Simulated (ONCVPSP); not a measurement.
**lanthanum, ONCV: configuration errors across variants**

| Property | Result |
| --- | --- |
| Element | La |
| Generator | ONCVPSP 4.0.1 |
| Type | optimised norm-conserving Vanderbilt (ONCV) |
| Functional | LDA (Perdew-Zunger) |
| Relativity | fully relativistic |
| Frozen core | [Kr] 4d10 |
| Valence charge | 11 |
| Reference configuration | 5s2 5p6 5d2 6s1 |
| Partial waves | 5s+6s: rc 2.35 bohr, ncon 5, nbas 10, qcut 4.1 1/bohr, 2 projectors; 5p: rc 1.75 bohr, ncon 4, nbas 9, qcut 5.4 1/bohr, 1 projector; 5d: rc 3.80 bohr, ncon 5, nbas 10, qcut 4.9 1/bohr, 1 projector; f scattering state at 0.1 Ha: rc 3.65 bohr, ncon 4, nbas 8, qcut 3 1/bohr, 1 projector |
| Local potential | polynomial inside 1.15 bohr (lpopt 5, dvloc0 2 Ha) |
| Core correction | Teter function, fcfact 5.25, rcfact 1.1 |

Open shells are filled in proportion to 2j + 1.

In the f channel the program set the typed energies aside and used -0.107 Ha (j = l + 1/2; the other j can differ).

All-electron excitation energies from the reference (eV): (1) 5s2 5p6 5d1 6s2 -0.829; (2) 5s2 5p6 5d1 6s1 5.333; (3) 5s2 5p6 5d1 6s0 16.483; (4) 4f1 5s2 5p6 5d1 6s0 6.284.

1 further variants failed, have other tests or too few solved ones, and are left out.

A true bound ghost makes a file unfit for plane-wave use even where its test errors are small: the radial tests pick states by their node count and pass the ghost by.

Errors AE − PS in meV (a dash: test not solved or not reliable):

```
     change   (1)   (2)   (3)    (4)   bound ghosts  GHOST(+) flags above zero
       base  -1.7  +1.3  +5.4  +1856  s, p3/2, p1/2                       none
s: qcut 2.5  -4.0  +0.7  +5.4  +1853  s, p3/2, p1/2                       none
s: qcut 2.8  -3.8  +0.7  +5.4  +1853  s, p3/2, p1/2                       none
s: qcut 3.4  -2.9  +0.9  +5.4  +1853  s, p3/2, p1/2                       none
s: qcut 3.7  -2.4  +1.1  +5.4  +1853  s, p3/2, p1/2                       none
s: qcut 4.6  -0.9  +1.5  +5.4  +1856  s, p3/2, p1/2                       none
s: qcut 4.8  -0.7  +1.5  +5.3  +1856  s, p3/2, p1/2                       none
s: qcut 5.9  +0.2  +1.7  +5.2  +1856  s, p3/2, p1/2                       none
```

**Question.** Give the same row for: s: qcut 5.3.

**Answer.** -0.2, +1.7, +5.3, +1856; bound ghosts: s, p3/2, p1/2; GHOST(+) flags above zero: none.
